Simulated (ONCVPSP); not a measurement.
**Configuration tests for Cl (ONCV)**

Cl, optimised norm-conserving Vanderbilt (ONCV), made with ONCVPSP 4.0.1 (PBE, scalar-relativistic). Core [Ne], reference 3s2 3p5. Waves: 3s: rc 1.10 bohr, ncon 4, nbas 8, qcut 6.1 1/bohr, 1 projector; 3p: rc 1.10 bohr, ncon 5, nbas 8, qcut 6 1/bohr, 3 projectors, debl 1.9 Ha; d scattering state at 0.28 Ha: rc 0.90 bohr, ncon 4, nbas 7, qcut 8.9 1/bohr, 2 projectors, debl 2.3 Ha. Local part: polynomial inside 0.80 bohr (lpopt 4, dvloc0 0 Ha). Core correction: none.

Energies are relative to the spin-unpolarised reference configuration 3s2 3p5; without spin polarisation the order of configurations can differ from experiment.

(1) Give the all-electron excitation energy and the error of the potential for: 3s2 3p4; 3s2 3p3; 3s2 3p2; 3s2 3p1.

Levels in the configuration 3s2 3p2:

```tsv
level	all-electron (eV)	pseudo (eV)
3s	-58.878	-58.815
3p	-45.114	-45.036
```

Note: ghosts flagged at negative energy: p at -199.0 eV; GHOST(+) flagged for s at 59.5 eV, p at 447.0 eV. A true bound ghost makes a file unfit for plane-wave use.

## Answers

(1)

| valence configuration | charge | ΔE all-electron (eV) | error AE − PS (meV) |
| --- | --- | --- | --- |
| 3s2 3p4 | +1 | 13.875 | +1.1 |
| 3s2 3p3 | +2 | 39.322 | +14 |
| 3s2 3p2 | +3 | 77.630 | +60 |
| 3s2 3p1 | +4 | 129.872 | +184 |
